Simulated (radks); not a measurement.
Numerical settings for neutral samarium, [Xe] 4f6 6s2. All-electron calculation, Dirac Kohn-Sham, LDA (Slater exchange, Perdew-Wang correlation), spin-unpolarised, spherical densities, finite nucleus; open shells are shared between the two j in proportion to 2j + 1; Fermi nuclear charge, rms radius 5.0819 fm. Program: a radial shooting solver on a logarithmic mesh with Libxc functionals. The defaults (mesh step 0.008 in ln r, mesh end at 40 bohr or more with all orbitals vanishing there, Anderson mixing 0.5 over 9 steps, residual threshold near 1e-9 with the energy settled to 1e-9 hartree or 1e-11 of itself, here a cap of 73 iterations) give E = -10426.5948 hartree and 4f7/2 at -2.430 eV in 14 iterations. Times are rough (one thread of a shared host). Changes against that run (0 stands for a change within the tolerance of the run):

[
 {"setting": "mesh step in ln r 0.03", "iterations": "14", "converged": "yes", "E (mhartree)": "+0.00491", "e(4f7/2) (meV)": "0", "CPU (s)": "0.04"},
 {"setting": "mesh step in ln r 0.12", "iterations": "4", "converged": "no", "E (mhartree)": "diverged", "e(4f7/2) (meV)": "-", "CPU (s)": "0.01"},
 {"setting": "mesh step in ln r 0.2", "iterations": "4", "converged": "no", "E (mhartree)": "diverged", "e(4f7/2) (meV)": "-", "CPU (s)": "0.01"},
 {"setting": "mesh end (bohr) 3", "iterations": "13", "converged": "level above zero", "E (mhartree)": "+3.98e+03", "e(4f7/2) (meV)": "+2.19e+04", "CPU (s)": "0.09"},
 {"setting": "mesh end (bohr) 20", "iterations": "14", "converged": "yes", "E (mhartree)": "0", "e(4f7/2) (meV)": "+0.0259", "CPU (s)": "0.12"},
 {"setting": "residual threshold 0.01", "iterations": "9", "converged": "yes", "E (mhartree)": "0", "e(4f7/2) (meV)": "-1.14", "CPU (s)": "0.1"},
 {"setting": "residual threshold 0.001", "iterations": "9", "converged": "yes", "E (mhartree)": "0", "e(4f7/2) (meV)": "-1.14", "CPU (s)": "0.09"},
 {"setting": "mixing 0.2", "iterations": "15", "converged": "yes", "E (mhartree)": "0", "e(4f7/2) (meV)": "0", "CPU (s)": "0.14"},
 {"setting": "linear mixing, mixing 0.8", "iterations": "73", "converged": "no", "E (mhartree)": "+3.26e+04", "e(4f7/2) (meV)": "+2.44e+03", "CPU (s)": "1.4"},
 {"setting": "linear mixing, mixing 0.2", "iterations": "73", "converged": "no", "E (mhartree)": "0", "e(4f7/2) (meV)": "0", "CPU (s)": "0.4"},
 {"setting": "mixing history 3", "iterations": "17", "converged": "yes", "E (mhartree)": "0", "e(4f7/2) (meV)": "0", "CPU (s)": "0.12"},
 {"setting": "iteration cap 5", "iterations": "5", "converged": "no", "E (mhartree)": "+0.0137", "e(4f7/2) (meV)": "-56.6", "CPU (s)": "0.05"}
]

Settled on a wrong energy, with an occupied level pushed above zero by the early mesh end: mesh end (bohr) 3 (+3.98 hartree). Apart from these: no run marked as converged misses the energy by more than 1 mhartree. A mesh that ends early acts as a hard wall.
